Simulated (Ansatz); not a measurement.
Worked example: the enthalpy of formation of SiH2Br2 (dibromosilane)

SiH2Br2: 5 atoms, total charge 0, spin state singlet. SMILES: `Br[SiH2]Br`. The coordinates come from a PBE0-D4/def2-TZVP relaxation.

Total energies at r2SCAN/def2-SVP (Ansatz 0.2.0); the atoms run unrestricted:

```
species    state   energy (Eh)
SiH2Br2  singlet  -5438.334736
     Br  doublet  -2573.787497
     Si  triplet   -289.244797
      H  doublet     -0.499209
```

Harmonic wavenumbers at PBE0-D4/def2-TZVP, in cm⁻¹: 119, 401, 472, 548, 684, 835, 937, 2266, 2283.

Measured heats of formation of the gaseous atoms at 298.15 K, in kJ/mol: Br 111.9, Si 450.0, H 218.0. Spin-orbit lowering of the atoms at 298 K (mean of the ground term's levels less their thermal mean, from spectra), in kJ/mol: Br 14.69, Si 0.44. Take 1 Eh = 2625.50 kJ/mol, 1 cm⁻¹ = 0.0119627 kJ/mol, RT = 2.479 kJ/mol.

Task: Work out the heat of formation of the gas at 298 K.

Result: 
1. Electronic atomisation energy: 2 × (-2573.787497) + (-289.244797) + 2 × (-0.499209) − (-5438.334736) = 0.516527 Eh = 1356.1 kJ/mol.
2. Zero-point energy: half the sum of the wavenumbers, 4272.5 cm⁻¹ = 51.1 kJ/mol.
3. Thermal vibrational enthalpy, Σ hcν̃/(exp(hcν̃/kT) − 1): 4.4 kJ/mol. Translation, rotation and pV of a non-linear molecule: 4 RT = 9.9 kJ/mol.
4. The 5 free atoms carry 5/2 RT each: 31.0 kJ/mol.
5. Spin-orbit coupling lowers the free atoms by 2 × 14.69 + 0.44 = 29.8 kJ/mol.
6. Atomisation enthalpy at 298 K: 1356.1 − 29.8 − 51.1 − 4.4 − 9.9 + 31.0 = 1291.9 kJ/mol.
7. Sum of the atoms' heats of formation: 1109.8 kJ/mol. Heat of formation: 1109.8 − 1291.9 = -182.1 kJ/mol.

The tabulated value is -190.4 kJ/mol (NIST-JANAF tables; in doubt: it may be an older value or an estimate), so this level is off by +8.3 kJ/mol, or 0.6 % of the atomisation enthalpy that the table implies (1300.1 kJ/mol). So close a hit in a small basis owes something to errors that cancel. Relativity is left out. Anharmonicity and any spin-orbit splitting of the molecule are left out.
